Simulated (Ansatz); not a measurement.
Ansatz (a program for electronic structure) input (r2SCANh/def2-TZVPD):

Ansatz 0.2 input:
```yaml
crystal:
  periodic: [false, false, false]
  atoms:
    - {symbol: Ga, position_ang: [0.80512851, -0.01448369, -0.09027700]}
    - {symbol: Cl, position_ang: [-0.85253169, 1.35517224, -1.18932167]}
    - {symbol: Cl, position_ang: [-0.61564382, -1.32876081, 1.35394444]}
basis:
  gaussian:
    orbitals: def2-TZVPD
hamiltonian:
  xc: {name: r2SCANh}
total_charge: -1
output: {forces: true}
```

Output:

```
Functional definition: r2SCANh
integrals: 0.08 GiB planned
967 factors; their error is unknown
mean field: 0.69 GiB planned
mean field evaluation 1: about -77426.3466 eV, gradient 2.0e1 eV
mean field evaluation 2: about -77426.0666 eV, gradient 2.8e1 eV
mean field evaluation 4: about -77426.8034 eV, gradient 6.2e-1 eV
mean field evaluation 8: about -77426.8746 eV, gradient 6.6e-2 eV
mean field evaluation 16: about -77426.8746 eV, gradient 1.5e-5 eV
mean field -77426.87460313 eV, -2845.3851598445 hartree, gradient 1.5e-5 eV, S^2 0.000000; 0 other end points of the search recorded, 0 dependent functions left out
the calculation of the forces begins
reference -77426.87461800 eV, -2845.3851603908 hartree; 33, 33 occupied and 113, 113 virtual orbitals, 967 factors
Total energy: -77426.87461800 eV, -2845.3851603908 hartree
Atom 0 at     0.805129    -0.014484    -0.090277 Å, force    -0.348392     0.006267     0.039064 eV/Å
Atom 1 at    -0.852532     1.355172    -1.189322 Å, force     0.190430    -0.187057     0.154752 eV/Å
Atom 2 at    -0.615644    -1.328761     1.353944 Å, force     0.157963     0.180790    -0.193816 eV/Å
Dipole moment:     0.462993    -0.008329    -0.051914 e Å
```
